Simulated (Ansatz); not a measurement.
Cost and result for the atomization energy of `[Cl][GeH][Br]` radical (4 atoms, 3 bonds).

Total charge 0; spin multiplicity 2. Correlated methods include outer-core shells of Br, Ge, which these sets cover unevenly. Scalar relativity is left out up to krypton. The structure was optimised at the PBE0-D4/def2-TZVP level. Program: Ansatz. All runs use 4 threads of an Intel Xeon Platinum 8375C on a shared host. Times are those of one run each, without the atoms' runs, and a repeat can differ threefold. Electronic energies, without spin–orbit coupling; frozen cores. CCSD(T)/CBS adds CCSD(T) − MP2 in def2-TZVPP to the MP2 limit, and its time is that of the two runs behind it. T1 = 0.011; ⟨S²⟩ of the reference is 0.76. With those shells the extrapolation isn't a true limit. B3LYP takes the VWN-RPA correlation (the form of Gaussian; ORCA's B3LYP/G).

CCSD(T)/CBS is a level of theory with its own doubt, some kJ/mol a heavy atom from the limit and from the frozen cores, so smaller differences don't rank the functionals.

| level | functions | wall time |
| --- | --- | --- |
| LDA (SPW92)/def2-TZVPP | 152 | 0.75 s |
| PBE-D4/def2-TZVPP (with forces) | 152 | 1.4 s |
| PBE0-D4/def2-TZVPP | 152 | 2.2 s |
| BHLYP-D4/def2-TZVPP | 152 | 2.4 s |
| B3LYP-D4/def2-TZVPP (with forces) | 152 | 2.6 s |
| PBE-QIDH/def2-TZVPP | 152 | 2.7 s |
| CAM-B3LYP-D4/def2-TZVPP | 152 | 2.8 s |
| B97M-V/def2-TZVPP | 152 | 4.5 s |
| CCSD(T)/def2-SVP | 87 | 4.8 s |
| ωB97X-V/def2-TZVPP | 152 | 6 s |
| MP2/def2-QZVPP | 278 | 8.5 s |
| CCSD(T)/def2-TZVPP | 152 | 50 s |
| CCSD(T)/CBS(def2) | – | 58 s |

(1) What atomization energy does each give, and how far from CCSD(T)/CBS? (Best estimate.)

## Answers

(1) Ansatz gave: 
```csv
level,atomization (kJ/mol),difference from CCSD(T)/CBS,per bond
LDA (SPW92)/def2-TZVPP,1088.3,167.3,55.8
PBE-D4/def2-TZVPP (with forces),946.6,25.6,8.5
PBE0-D4/def2-TZVPP,928.2,7.2,2.4
BHLYP-D4/def2-TZVPP,883.9,-37.1,-12.4
B3LYP-D4/def2-TZVPP (with forces),907.7,-13.3,-4.4
PBE-QIDH/def2-TZVPP,924.2,3.2,1.1
CAM-B3LYP-D4/def2-TZVPP,903.1,-17.9,-6.0
B97M-V/def2-TZVPP,947.5,26.5,8.8
CCSD(T)/def2-SVP,825.1,-95.9,-32.0
ωB97X-V/def2-TZVPP,927.2,6.2,2.1
MP2/def2-QZVPP,935.4,14.4,4.8
CCSD(T)/def2-TZVPP,894.4,-26.6,-8.9
CCSD(T)/CBS(def2),921.0,0.0,0.0
```

Leaving LDA and LC-ωPBE aside and taking each functional with its dispersion term where it has one, the values, not all of them listed here, spread over 65.7 kJ/mol, from BHLYP-D4 to r2SCAN-D4. LDA lies +152.8 kJ/mol from PBE without D4, its usual overbinding. At CCSD(T), def2-SVP lies −95.9 kJ/mol from the extrapolated value and def2-TZVPP −26.6 kJ/mol: correlation converges slowly with the basis, and small sets miss more of it in the bonded molecule than in its fragments. In def2-TZVPP, CCSD(T) changes the Hartree–Fock value by +244.9 kJ/mol (the triples alone add +23.2 kJ/mol) and MP2 by +270.8 kJ/mol; breaking electron pairs costs correlation energy, which Hartree–Fock lacks.

For some Ge, Se and Sn compounds the MP2-based and the directly extrapolated limit differ by 10 to 25 kJ/mol.
